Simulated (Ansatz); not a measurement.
A nudged elastic band was laid between two geometries of Cl$_{4}$H$_{2}$STi (8 atoms, charge 0, multiplicity 1).

Computed with Ansatz 0.2.0, RKS PBE-D4/def2-SVP.

```yaml
movable_images: 7
climbing_image: yes
spring: 5.0 eV/Å²
optimiser: quadratic models (default)
start_path: through a guess of the saddle point
force_threshold: 0.03 eV/Å
iteration_limit: 60
end_points: relaxed
```

Initial state:

```xyz
8
Properties=species:S:1:pos:R:3
Ti 0.039 0.046 0.086
Cl 0.526 0.293 2.222
Cl 2.050 0.009 -0.773
Cl -0.820 1.770 -0.984
Cl -0.692 -1.942 -0.528
S -2.592 0.216 1.275
H -3.314 -0.272 0.226
H -2.600 -0.994 1.903
```

Final state:

```xyz
8
Properties=species:S:1:pos:R:3
Ti -0.695 -0.021 -0.807
Cl -0.330 0.177 3.651
Cl 1.098 -0.521 0.309
Cl -0.646 1.992 -1.600
Cl -1.050 -1.523 -2.340
S -2.457 -0.022 0.654
H -2.226 -1.338 0.950
H -1.099 0.383 2.611
```

What changes between the two ends?

Bonds broken: Ti1–Cl2, S6–H8. Bonds formed: Cl2–H8. Cl4H2STi becomes Cl3HSTi + ClH.

Give the energies along the band, and the barrier.

It converged. The highest image is number 5 of 0 to 8, 0.88 eV above the first end and 0.17 eV above the last; the last end lies 0.71 eV above the first. The profile has 2 maxima (images 2, 5) with wells between them (image 3): this band takes more than one step, which may be the mechanism or a detour left from its start path. A structure lower than the last end lies on the path between it and the top, so the climb from that side starts below the end, which may itself be a saddle point or a shallow side well. A vibrational analysis at the climbing image gives one clearly imaginary mode, 214i cm⁻¹: a first-order saddle point. The orbitals stay closed-shell, which can raise the energy where a bond breaks towards radicals; this wasn't checked here.

```tsv
image	path coordinate (Å)	energy (eV)	Ti1–Cl2 (Å)	S6–H8 (Å)	Cl2–H8 (Å)
0	0.00	0.00	2.20	1.36	3.40
1	1.47	0.05	2.21	1.36	2.91
2	2.95	0.10	2.19	1.36	3.21
3	4.42	0.07	2.22	1.36	2.88
4	5.89	0.31	2.26	1.37	2.61
5	7.36	0.88	2.70	1.77	1.47
6	8.37	0.70	3.57	2.30	1.32
7	9.38	0.70	4.23	2.40	1.31
8	10.38	0.71	4.48	2.42	1.31
```

What is the geometry of the highest image?


```xyz
8
Properties=species:S:1:pos:R:3
Ti -0.548 0.070 -0.212
Cl -0.273 1.044 2.291
Cl 1.237 -1.117 0.182
Cl -0.166 2.085 -0.936
Cl -1.272 -0.915 -2.026
S -2.636 -0.486 0.979
H -2.258 -1.798 1.039
H -1.490 0.245 2.110
```

The run took 5.1 min on 4 threads of AMD EPYC 7B13 (Zen 3), on a shared host, peak memory 0.27 GiB.
